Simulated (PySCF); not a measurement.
## Frontier levels across methods

Compound: C3H6NPSi.
Structure used (PBE0-D3(BJ)/def2-SVP), in Å, numbered top down from 1:
```xyz
12
C3H6NPSi angstrom
C     -1.6487   -0.1680   -1.1400
C     -0.7685    0.0155   -0.1393
C     -0.9845    1.0224    0.8528
N     -1.0881    1.8247    1.6852
Si     0.8224   -1.0005    0.0187
P      2.5627    0.4258   -0.2317
H     -2.5586    0.4341   -1.2265
H     -1.4777   -0.9320   -1.9035
H      0.8148   -1.9962   -1.0929
H      0.8207   -1.7048    1.3354
H      3.4932   -0.4651    0.3882
H      2.2583    1.1034    0.9896
```

Basis pcSseg-1 throughout (PySCF), one geometry. One conformer (not necessarily the lowest) at the PBE0-D3(BJ)/def2-SVP geometry, without solvent, vibrations or thermal averaging.

Question: How do the orbital energies, the gap and the dipole change with the method?

Answer: 
| method | kind | HOMO (eV) | LUMO (eV) | gap (eV) | μ (D) | SCF cycles |
| --- | --- | --- | --- | --- | --- | --- |
| BLYP | GGA | -6.58 | -2.71 | 3.87 | 3.47 | 15 |
| B97-D | GGA | -6.71 | -2.78 | 3.93 | 3.51 | 16 |
| OPBE | GGA | -6.75 | -2.81 | 3.94 | 3.44 | 16 |
| PBE | GGA | -6.75 | -2.89 | 3.86 | 3.45 | 16 |
| KT3 | GGA | -6.80 | -2.80 | 4.00 | 3.44 | 16 |
| KT2 | GGA | -6.80 | -2.85 | 3.96 | 3.46 | 16 |
| LDA | LDA | -6.84 | -3.13 | 3.71 | 3.51 | 15 |
| BP86 | GGA | -6.86 | -2.99 | 3.87 | 3.50 | 16 |
| B3LYP | global hybrid | -7.62 | -2.14 | 5.48 | 3.62 | 14 |
| B97-2 | global hybrid | -7.62 | -2.01 | 5.61 | 3.63 | 14 |
| PBE0 | global hybrid | -7.85 | -1.97 | 5.88 | 3.64 | 13 |
| mPW1PW91 | global hybrid | -7.88 | -1.98 | 5.90 | 3.66 | 13 |
| BHandHLYP | global hybrid | -8.80 | -0.86 | 7.94 | 3.82 | 12 |
| CAM-B3LYP | range-separated hybrid | -9.09 | -0.79 | 8.29 | 3.69 | 13 |
| wB97X-D | range-separated hybrid | -9.67 | -0.20 | 9.46 | 3.73 | 14 |
| HF | Hartree–Fock | -10.29 | 1.82 | 12.11 | 4.11 | 12 |
| LC-wPBE | range-separated hybrid | -10.44 | 0.28 | 10.72 | 3.72 | 14 |

The HOMO spans 3.86 eV, from BLYP down to LC-wPBE, and the gap runs from 3.71 eV (LDA) to 12.11 eV (HF). Over the methods BLYP (0 %), B97-D (0 %), OPBE (0 %), PBE (0 %), KT3 (0 %), KT2 (0 %), LDA (0 %), BP86 (0 %), B3LYP (20 %), B97-2 (21 %), PBE0 (25 %), mPW1PW91 (25 %), BHandHLYP (50 %), HF (100 %), a straight line through the gap against the share of exact exchange rises by 0.82 eV for each 10 % (correlation coefficient 1.000). The dipole ranges from 3.44 D (KT3) to 4.11 D (HF). This basis has no diffuse functions.
